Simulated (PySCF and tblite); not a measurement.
Results of a calculation; reference values are marked as such.
C7H8O, numbered as in [CH:1]#[C:2][C@@H:3]1[CH2:4][CH2:5][C:6](=[O:7])[CH2:8]1.

Geometries GFN2-xTB; weights from PBE0-D3(BJ)/pcSseg-1 energies and GFN2-xTB thermal corrections, with symmetry numbers and mirror pairs. Conformers within 3 kcal/mol (GFN2-xTB free energy) were kept, 10 at most. Of two unlike H on one atom, a is the less shielded (PBE0/pcSseg-1). Codes: tblite and PySCF.

An NOE distance is ⟨r⁻⁶⟩^(−1/6) over all pairs of like atoms and, for the average, over conformers.

The 5-ring runs over atoms 3–4–5–6–8.

```json
{"conformer": "1", "shape": "5-ring twist (ring torsions -31, 13, 10, -30, 38°)", "weight %": "51.6"}
{"conformer": "2", "shape": "5-ring twist (ring torsions 30, -11, -12, 31, -38°)", "weight %": "48.4"}
```

(1) Which H–H contacts under 3.5 Å would NOEs report (pairs on one atom left out) at 298.15 K?

(2) In a model where alignment follows shape alone (order matrix 0.001 × (3G/tr G − 1)/2, G the second moments of the atom positions; splitting J + 2D), what are the one-bond C–H dipolar couplings D?

Answers

(1) 
```csv
pair,in 1 (Å),in 2 (Å),average (Å)
H3 ··· H4a,2.41,2.43,2.42
H3 ··· H8a,2.41,2.43,2.42
H4b ··· H5a,2.42,2.43,2.43
H4a ··· H5b,2.43,2.43,2.43
H3 ··· H4b,2.69,3.05,2.82
H4b ··· H5b,2.75,3.05,2.87
H3 ··· H8b,2.76,3.05,2.88
H4a ··· H5a,3.05,2.75,2.88
H4b ··· H8b,4.21,2.83,3.14
H3 ··· H5b,4.21,2.83,3.15
H4a ··· H8a,2.86,4.22,3.15
```

Longer pairs under the limit may be missing.

(2) H1 -6.9 Hz (-3.1 in conformer 1), H3 5.6 Hz (3.3 in conformer 1), H4b 3.0 Hz (-0.4 in conformer 1), H4a 1.6 Hz (-0.2 in conformer 1), H5a 0.7 Hz (0.7 in conformer 1), H5b 0.2 Hz (-4.1 in conformer 1), H8b 2.7 Hz (0.0 in conformer 1), H8a 2.3 Hz (0.3 in conformer 1).
